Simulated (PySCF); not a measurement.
FH₂O₃Ta, SMILES [O]=[Ta]([OH])([OH])[F], multiplicity 1.

Geometry: B3LYP-D3(BJ)/def2-SVP. The spin state was assumed, not searched. The structure was generated by enumeration; whether it is a known compound was not checked. The def2 effective core potentials stand for the cores of Ta; spin–orbit coupling is left out. One conformer was computed; it need not be the lowest.

Two levels are set side by side: TDDFT-PBE/def2-SVPD (PySCF) and TDDFT-ωB97X/def2-SVPD (PySCF). Vertical, same geometry. The lowest singlet is HOMO→LUMO 92 % with PBE and HOMO→LUMO+1 72 %, HOMO−1→LUMO+2 15 % with the other functional; states are paired by order. Differences are taken from unrounded values.

```
quantity                              TDDFT-ωB97X  TDDFT-PBE  TDDFT-PBE minus TDDFT-ωB97X
------------------------------------  -----------  ---------  ---------------------------
lowest singlet excitation (eV)               6.93       6.33                        -0.60
lowest triplet excitation (TDA) (eV)         6.29       5.86                        -0.43
```

A lower first singlet is the usual sign of a functional without exact exchange. Differences between two approximate levels are no errors against the true value.

Rough cost on one machine, each run with all the roots and properties that it gave: TDDFT-ωB97X against TDDFT-PBE about 20 times.
